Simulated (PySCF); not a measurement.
B3H5N3, SMILES B1[N]BNBN1, multiplicity 2.

The structure is a stationary point at PBE0-D3(BJ)/def2-SVP. The isomer is the one that the SMILES or the coordinates give; other isomers of the formula were not compared.

These are PySCF with PBE0-D3(BJ)/def2-SVP values and carry that method's errors.

Harmonic, unscaled wavenumbers; measured fundamentals usually lie a few per cent lower.

Problem. List the normal modes with their intensities. (The exact figures need the calculation; the answer reports its results.)

Solution. 
```tsv
mode	ν (cm⁻¹)	IR (km/mol)	moving atoms (share of kinetic energy)
1	191	7.5	N 48 %, H 28 %, B 24 %
2	304	0.0	N 42 %, H 29 %, B 28 %
3	381	9.2	H 39 %, N 39 %, B 22 %
4	491	0.2	N 53 %, B 39 %, H 8 %
5	523	0.8	N 62 %, B 31 %
6	664	0.0	H 85 %, N 9 %
7	676	50.4	H 86 %, B 12 %
8	838	1.8	N 87 %
9	878	54.3	H 62 %, B 32 %
10	894	0.0	H 65 %, B 30 %
11	895	0.4	H 65 %, B 27 %
12	924	76.1	H 63 %, B 29 %, N 8 %
13	931	0.1	H 74 %, B 20 %
14	953	0.5	B 83 %, H 12 %
15	1020	1.7	H 92 %
16	1049	0.7	H 72 %, N 20 %, B 9 %
17	1152	0.1	H 51 %, B 27 %, N 22 %
18	1284	10.9	N 51 %, B 26 %, H 23 %
19	1330	73.3	B 60 %, H 30 %, N 10 %
20	1332	2.0	B 44 %, H 37 %, N 19 %
21	1429	265.5	N 48 %, H 29 %, B 23 %
22	1503	322.9	B 51 %, N 42 %
23	2619	220.1	H 90 %, B 9 %
24	2632	156.3	H 91 %, B 9 %
25	2639	35.4	H 90 %, B 10 %
26	3666	28.8	H 93 %
27	3668	76.7	H 93 %
```
